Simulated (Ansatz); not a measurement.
Input file for Ansatz (a program for electronic structure): R-PBE/def2-TZVPPD on HI (SMILES I) with ghost functions. Elements past Kr take the def2 small-core potentials; no spin–orbit coupling. Files ending in .json are basis or fitting sets from the Basis Set Exchange.

Ansatz 0.2 input:
```yaml
crystal:
  periodic: [false, false, false]
  atoms:
    - {symbol: I, position_ang: [0.26201662, -0.60717294, 4.15675726]}
    - {symbol: H, position_ang: [0.13317980, -0.42243734, 2.55761169]}
basis:
  gaussian:
    orbitals: def2-TZVPPD.json
    ghost_atoms:
      - {symbol: C, position_ang: [-0.14059142, -0.06242755, -0.12195130]}
      - {symbol: H, position_ang: [-0.96647892, 0.43361270, 0.38685672]}
      - {symbol: H, position_ang: [-0.24617754, 0.07718293, -1.19688446]}
      - {symbol: H, position_ang: [0.80507662, 0.36940948, 0.20418357]}
      - {symbol: H, position_ang: [-0.15605080, -1.12819370, 0.10400600]}
hamiltonian:
  xc: {name: PBE}
scf: {lower_state_search: off}
```

Output:

```
WARN ansatz: RAYON_NUM_THREADS=1 ignored (pool sized by the plan → 1); use --threads N
Functional definition: PBE
these checks for a lower state are left out or cut short: stability, starts, cluster_reference, orbital_swaps, neighbouring_geometries, increment
integrals: 0.06 GiB planned
837 factors; their error is unknown
mean field: 0.56 GiB planned
mean field evaluation 1: about -8116.7664 eV, gradient 7.6e0 eV
mean field evaluation 2: about -8116.6931 eV, gradient 1.1e1 eV
mean field evaluation 4: about -8116.9470 eV, gradient 6.7e-1 eV
mean field evaluation 8: about -8116.9355 eV, gradient 1.2e-2 eV
mean field -8116.93548793 eV, -298.2918773249 hartree, gradient 1.5e-6 eV, S^2 0.000000; 0 other end points of the search recorded, 0 dependent functions left out
reference -8116.93553122 eV, -298.2918789157 hartree; 13, 13 occupied and 168, 168 virtual orbitals, 837 factors
Total energy: -8116.93553122 eV, -298.2918789157 hartree
Checks for a lower state left out: stability, starts, cluster_reference, orbital_swaps, neighbouring_geometries, increment
```

Self-consistency was reached.

Cost: roughly 1.8 core-seconds.
